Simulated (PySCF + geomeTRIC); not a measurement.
A geometry relaxed with B3LYP-D3(BJ)/def2-TZVP (PySCF + geomeTRIC), charge 0, multiplicity 1:

```xyz
9

Si    -1.3184    -0.1413    -0.1366
Si     1.7994     0.1775     0.2643
H     -1.7232     1.2306    -0.5235
H      2.8023    -0.5920    -0.5016
H     -1.9253    -1.1185    -1.0647
H      1.9848     1.6260     0.0123
H     -1.7841    -0.4109     1.2440
O      0.3089    -0.2922    -0.2213
H      1.9692    -0.0863     1.7124
```

**Question.** Write the SMILES of this molecule.

**Answer.** `[SiH3]O[SiH3]`
